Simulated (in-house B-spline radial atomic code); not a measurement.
Correlation energy from the adiabatic connection: −Z/r, Z = 0.762, wall at 4.46 bohr

Two electrons in a singlet, external potential −Z/r, Z = 0.762, wall at 4.46 bohr (atomic units). Full CI in B-splines (partial waves to l = 8, correlation up to 0.6 % small) with the density held fixed gives W(λ) = <V_ee>_λ − U, and E_c is the integral of W(λ) − W(0) from 0 to 1.

```
   λ  W(λ) − W(0) (hartree)
   0                0.00000
0.02               -0.00189
0.05               -0.00466
0.12               -0.01081
0.25               -0.02115
 0.4               -0.03162
 0.6               -0.04357
 0.8               -0.05370
   1               -0.06239
```

Q: Integrate the table by the trapezoid rule.

A: The strips give -0.00002, -0.00010, -0.00054, -0.00208, -0.00396, -0.00752, -0.00973, -0.01161, which sum to -0.03555 hartree. The direct value, W(1) − W(0) + T_c with T_c = 0.02673, is -0.03567; the curve is convex, so chords lie above it and the trapezoids fall short in size by 0.33 %.

Q: Now use only three numbers: W(0) = -0.47439, the initial slope W'(0) = -0.09566 (extrapolated from the first points) and the strong-coupling limit of the point-charge-plus-continuum model, W∞ = -0.55475. What do second-order theory and the interpolation W(λ) = W∞ + (W(0) − W∞)/√(1 + 2χλ) of Seidl, Perdew and Levy give?

A: Second order keeps the slope alone: E_c = W'(0)/2 = -0.04783, +34 % in size against -0.03567. Matching the slope fixes χ = W'(0)/(W∞ − W(0)) = -0.09566/(-0.08036) = 1.19039. Integrating, with s = √(1 + 2χ) = 1.838692, E_c = −(W(0) − W∞)(s − 1)/(s + 1) = −0.08036 × 0.838692/2.838692 = -0.02374 hartree, -33.4 % in size against the full result. At λ = 1 the formula gives W − W(0) = -0.03666 against -0.06239. Part of the miss can come from the model's W∞, which here lies above the computed W at λ = 10, -0.62698.
